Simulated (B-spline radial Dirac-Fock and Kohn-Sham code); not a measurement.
## X-ray form factors of tungsten in several charge states

Method: relativistic Hartree-Fock (Dirac-Fock) wave functions, averaged over the configuration. Computed with a radial B-spline solver.

Configurations: W⁶⁵⁺ [He] 2s2 2p5; W⁶⁷⁺ [He] 2s2 2p3; W⁶⁸⁺ [He] 2s2 2p2; W⁷⁰⁺ [He] 2s2; W⁷¹⁺ [He] 2s1; W⁷²⁺ 1s2; W⁷³⁺ 1s1. The first column is f₀ of W⁶⁵⁺, the others are differences from it.

```
s (Å⁻¹)   W⁶⁵⁺  Δ W⁶⁷⁺  Δ W⁶⁸⁺  Δ W⁷⁰⁺  Δ W⁷¹⁺  Δ W⁷²⁺  Δ W⁷³⁺
      0  9.000  -2.000  -3.000  -5.000  -6.000  -7.000  -8.000
    0.1  8.997  -1.999  -2.999  -4.998  -5.997  -6.997  -7.997
    0.2  8.988  -1.997  -2.995  -4.992  -5.990  -6.988  -7.988
    0.3  8.972  -1.992  -2.989  -4.981  -5.977  -6.973  -7.973
    0.4  8.951  -1.986  -2.980  -4.967  -5.959  -6.952  -7.951
    0.5  8.923  -1.979  -2.968  -4.948  -5.937  -6.925  -7.924
    0.7  8.850  -1.958  -2.938  -4.900  -5.876  -6.854  -7.852
    0.9  8.754  -1.932  -2.899  -4.835  -5.797  -6.760  -7.757
    1.1  8.636  -1.899  -2.850  -4.756  -5.700  -6.644  -7.640
    1.4  8.421  -1.839  -2.762  -4.612  -5.523  -6.434  -7.428
```
